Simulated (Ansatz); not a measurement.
Molecule: C6H11, net charge -1, singlet state. It need not be the lowest isomer of its formula. Whether it binds its extra electron was not tested at this geometry. SMILES: [CH2-]/C=C\C(C)C
Structure (B3LYP-D3(BJ)/def2-TZVP (Ansatz, an electronic-structure program) minimum search):
```xyz
17

C      2.1660    -1.0252    -0.3100
C      1.5928    -0.2870     0.7189
C      0.3712     0.3685     0.8050
C     -0.6150     0.3897    -0.3207
C     -1.6548     1.4995    -0.1448
C     -1.3290    -0.9637    -0.5223
H      3.1727    -1.4146    -0.2154
H      1.6659    -1.1882    -1.2585
H      2.2114    -0.2034     1.6176
H      0.1101     0.8986     1.7157
H     -0.0753     0.5894    -1.2656
H     -2.3922     1.5080    -0.9557
H     -2.1972     1.3576     0.7972
H     -1.1718     2.4795    -0.1035
H     -1.9358    -0.9831    -1.4408
H     -0.5898    -1.7643    -0.5772
H     -1.9855    -1.1704     0.3297
```
Charge -1, spin multiplicity 1.

Parts of the frozen-core correlation energy in cc-pVDZ (Ansatz, hartree). Frozen orbitals: 6; correlated occupied orbitals by spin: 18 and 18; virtual: 115 and 115. Spin-orbit coupling is left out. No relativistic terms.

```csv
term,value
reference (HF),-233.53318
MP2 opposite-spin,(withheld)
MP2 same-spin,(withheld)
CCSD correlation,-0.93509
(T),(withheld)
T1 diagnostic,0.011
largest doubles amplitude,0.034
```

Problem. Some entries are withheld; supply them.

Solution. 
- MP2 opposite-spin, value: -0.65807
- MP2 same-spin, value: -0.20681
- (T), value: -0.03234
